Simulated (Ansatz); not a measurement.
Species: BN, charge 0, multiplicity 3. 
Structure (B3LYP-D3(BJ)/def2-TZVP (Ansatz, an electronic-structure program) minimum search):
SMILES: B#N
```xyz
2

B      0.0000     0.0000    -0.7688
N      0.0000     0.0000     0.5492
```
Charge 0, spin multiplicity 3.

Quantity: atomisation energy (electronic, to ground-state atoms), in kcal/mol. Cores are frozen in the correlated levels unless marked. UHF or UKS for open shells. No spin-orbit coupling. No relativistic terms. The coupled-cluster limit lacks core correlation, which all-electron functionals hold. CBS(X,Y): correlation extrapolated as X^-3; Hartree-Fock from the larger set (for Q and 5 zeta extrapolated as (X+1)exp(-9√X)).

| level | program | atomisation energy (kcal/mol) |
|---|---|---|
| PBE0/STO-3G | Ansatz | 120.5 |
| PBE0/def2-SVP | Ansatz | ___ |
| PBE0-D4/def2-TZVP | Ansatz + dftd4 | 111.2 |
| SCS-MP2/def2-QZVPP | Ansatz | 103.2 |
| CCSD/def2-SVPD | Ansatz | ___ |
| CCSD(T)/CBS(cc-pVQZ,cc-pV5Z) | Ansatz | ___ |

**Question.** Some entries are withheld; supply them.

**Answer.** 
- PBE0/def2-SVP, atomisation energy (kcal/mol): 112.5
- CCSD/def2-SVPD, atomisation energy (kcal/mol): 90.9
- CCSD(T)/CBS(cc-pVQZ,cc-pV5Z), atomisation energy (kcal/mol): 103.7
